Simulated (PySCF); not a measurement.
**Stationary points of H2SeO**

All numbers come from PySCF, PBE0, basis Se def2-TZVP, O def2-TZVP, H def2-TZVP (no relativity, density fitting).

Relaxations began from a few typed shapes. The search is not exhaustive: other isomers or separated fragments can lie lower, and high-lying points may rest on an excited occupation.

**Question.** Order these stationary points by electronic energy, lowest first, in kJ/mol from the lowest minimum.
A. singlet C2v: Se–H 1.458 Å (×2), Se–O 1.671 Å; H–Se–H 109.7°, H–Se–O 125.1° (×2)
B. singlet Cs: Se–H 1.513 Å (×2), Se–O 1.636 Å; H–Se–H 86.9°, H–Se–O 106.0° (×2)

**Answer.** B (0.0), A (190.1).

**Question.** Which of them are minima?

**Answer.** By energy in kJ/mol, 0.0: minimum; 190.1: saddle point, 1 imaginary mode.

Counting electrons, selenium keeps 2 of its valence electrons outside its bonds, so the VSEPR class is AX3E1 and the expected shape is trigonal pyramidal; with unlike ligands the computed point group is Cs.
